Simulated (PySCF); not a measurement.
A structure optimised at PBE-D3(BJ)/def2-SVP, used in a PySCF frequency run:

```xyz
8

C      1.2536     0.0650     0.0000
C      0.7252     1.3272     0.0000
C     -0.7139     1.2431     0.0000
C     -1.1897    -0.0540     0.0000
S      0.1157    -1.2170     0.0000
H      1.2988     2.2637     0.0000
H     -1.3714     2.1247     0.0000
H     -2.2298    -0.4042     0.0000
```
Charge 0, spin multiplicity 2.

Task: Write its SMILES, formula and point group.

Result: [c]1cccs1, C4H3S, Cs

Task: What are its rotational constants (standard atomic weights)?

Result: 8.8247, 5.2105, 3.2761 GHz
